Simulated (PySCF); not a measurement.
Delta-SCF ions had no search for a lower state. 

C₂H₃B, SMILES `BC#C` (charge 0, multiplicity 1)

These are PySCF with PBE-D3(BJ)/def2-TZVP // M06-2X/def2-TZVP values and carry that method's errors.

| Quantity | Value |
|---|---|
| HOMO | -6.89 eV |
| dipole moment | 1.03 D |
| LUMO | -3.36 eV |
| HOMO–LUMO gap | 3.54 eV |
| S1 excitation (TDA) | 3.62 eV |
| S1 oscillator strength | 0.000 |
| brightest of the four lowest singlets (TDA) | 5.52 eV |
| T1 excitation (TDA) | 3.27 eV |
| S1–T1 gap (TDA) | 0.35 eV |
| vertical ionisation energy (Delta-SCF) | 10.38 eV |
| total energy | -2793.56 eV |
| cost | very roughly 26 core-seconds |

```xyz
6

B     -0.9690     0.2070    -0.4782
C      0.3175    -0.0690     0.2646
C      1.3430    -0.2876     0.8599
H     -1.1548     1.2783    -0.9523
H     -1.7832    -0.6494    -0.5819
H      2.2490    -0.4805     1.3856
```
